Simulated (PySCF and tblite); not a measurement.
Values are calculated unless marked as measured or tabulated.
C₇H₆FN, numbered as in [CH2:1]=[CH:2][c:3]1[cH:4][c:5]([F:6])[cH:7][cH:8][n:9]1.

Search: ETKDG and KDG, MMFF94s, GFN2-xTB, 60 starts; geometries at GFN2-xTB. Weights use B3LYP-D3(BJ)/def2-SVP (IEF-PCM, dichloromethane) energies plus GFN2-xTB zero-point and thermal terms (modes under about 100 cm⁻¹ blended into free rotors). Symmetry numbers and mirror images are counted. Conformers within 2.5 kcal/mol (GFN2-xTB free energy) were kept, 3 at most. GIAO shieldings: KT2/pcSseg-1 (IEF-PCM, dichloromethane). Shifts are against TMS (¹H), TMS (¹³C) at the same level; of two unlike H on one atom, a is the less shielded. Run with PySCF (density fitting) and tblite.

Torsions listed: C1–C2–C3–N9.

```
conformer  shape  symmetry  E(GFN2) kcal/mol  E(DFT) kcal/mol
        1     0°        Cs              0.00             0.00
        2   180°        Cs              0.45             0.84
```

(1) How much do the weights at 298.15 K and the averaged shift of H1a depend on how the conformers are weighted?

Results:

(1) 
```tsv
weighting	1 (%)	2 (%)	δ (ppm)	rms dipole (D)
DFT energy with thermal terms, symmetry and mirror images (full scheme)	78	22	6.99	0.68
DFT energy with symmetry and mirror images	81	19	7.01	0.67
bare DFT energy	81	19	7.01	0.67
GFN2-xTB energy with symmetry and mirror images	68	32	6.92	0.71
GFN2-xTB free energy	64	36	6.89	0.72
leading conformer alone	100	0	7.15	0.60
equal weights	50	50	6.79	0.76
```

The largest departure from the full scheme, 0.20 ppm, comes with: equal weights.
